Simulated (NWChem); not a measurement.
# SnH4; SMILES [SnH4]

```xyz
5

Sn     0.0000     0.0000     0.0000
H      1.1107     0.0000     1.3022
H      0.8038    -0.4721    -1.4354
H     -0.6461     1.5724    -0.1988
H     -1.2684    -1.1003     0.3320
```
Atoms are numbered in this order, from 1.

Level: PBE0/def2-SVP with def2 effective core potentials on Sn (NWChem), optimised geometry, unscaled harmonic frequencies. def2 effective core potentials on Sn; no spin-orbit coupling.

```csv
frequency (cm⁻¹),IR intensity (km/mol)
692,147.9
692,147.9
692,147.9
761,0.0
761,0.0
1941,0.2
1945,183.7
1945,183.9
1945,183.9
```

zero-point energy: 16.3 kcal/mol
thermal correction to the enthalpy at 298.15 K (with zero-point energy): 19.0 kcal/mol
heat capacity Cv: 10.0 cal/(mol K)
entropy at 298.15 K and 1 atm (symmetry number 12): 54.5 cal/(mol K)

Rigid rotor and harmonic oscillator.
